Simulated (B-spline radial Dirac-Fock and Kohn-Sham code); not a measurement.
**Satellites and hypersatellites of the K lines of Sb⁵⁺**

System: Sb⁵⁺, configuration [Kr] 4d10.

The run's input, task.json:

```json
{"items": [{
  "Z": 51,
  "q": 5,
  "cfg": [[1, 0, 2], [2, 0, 2], [2, 1, 6], [3, 0, 2], [3, 1, 6], [3, 2, 10], [4, 0, 2], [4, 1, 6], [4, 2, 10]],
  "A": 121,
  "rrms": 4.6802,
  "do": ["binding", "quiet", "double"]
}]}
```

Run with: `python xray_run.py task.json out`

The computed values come from a radial finite-basis atomic code: ΔSCF Dirac-Fock with Breit, self-energy and vacuum polarisation, finite nucleus, configuration average. Each two-hole energy is an average over J within one jj subconfiguration, not an observable level; in light atoms, where LS coupling holds, the j-resolved values are not observed lines, and for a K spectator the Kα1 hypersatellite is nearly forbidden. The model has no electron correlation.

Lines without a spectator: Kα2 (K-L2) 26109.1 eV, Kα1 (K-L3) 26357.6 eV, Kβ3 (K-M2) 29676.1 eV, Kβ1 (K-M3) 29723.0 eV. Shifts in eV with one spectator hole (a dash: not computed, or left out as unreliable):

```
spectator hole    Kα2    Kα1     Kβ3     Kβ1
    L2 (2p1/2)  +65.8  +83.2       –  +175.2
    L3 (2p3/2)  +63.5  +64.0  +153.9       –
    M2 (3p1/2)      –  +9.89  +21.98  +26.61
    M3 (3p3/2)  +7.20      –  +22.40  +21.87
    M4 (3d3/2)  +1.46  -1.26       –       –
    M5 (3d5/2)  -1.78  +0.25       –       –
```

Question: Where does the K-L3 hypersatellite lie, emitted when both K electrons are missing?

Answer: +610.8 eV from the normal line, at 26968.4 eV. Removing both K electrons costs 61949.4 eV, which is 828.1 eV more than twice the K binding energy.

With n spectator holes in 2p, averaged over the 2p shell (energies in eV):

```
n     KαLⁿ   step  hypersatellite KαʰLⁿ
0  26274.7      –               26878.9
1  26343.8  +69.1               26949.6
2  26414.3  +70.4               27021.5
3  26486.0  +71.7               27094.7
4  26559.0  +73.0               27169.2
5  26633.3  +74.3               27245.0
```
